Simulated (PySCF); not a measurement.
# Zn₂: from constants to spectrum

PBE0 constants of Zn₂, ¹Σg⁺ (singlet), closed shell (PySCF, no relativity, basis sets Zn jorge-DZP; masses 63.9291 and 63.9291 u):

| Item | Value |
| --- | --- |
| ωe | 56.7 cm⁻¹ |
| ωexe | 2.94 cm⁻¹ |
| Be | 0.058998 cm⁻¹ |
| αe | 0.00217 cm⁻¹ |
| D (centrifugal) | 2.56e-07 cm⁻¹ |
| De to Zn + Zn | 0.114 eV |

(1) Give the vibrational terms G(v) and spacings up to v = 2.

(2) How well does the Morse estimate ωe²/(4ωexe) reproduce De, and what is D0?

Closed-shell solutions of metal pairs were not tested for spin polarisation, which can lower them a little. The bond is weak. Basis-set superposition, not corrected here, can be much of De in a small basis, most of all at correlated wavefunction levels. Functionals without a dispersion term scatter widely for such bonds, and LDA overbinds them.

## Answers

(1) G(v) = ωe(v+½) − ωexe(v+½)².

```tsv
v	G(v) (cm⁻¹)	G(v) − G(v−1)	Bv (cm⁻¹)
0	28		0.05791
1	78	51	0.05574
2	123	45	0.05357
```

(2) It gives 0.034 eV, 30 % of the computed De. D0 = De − G(0) = 0.114 − 0.003 = 0.111 eV.
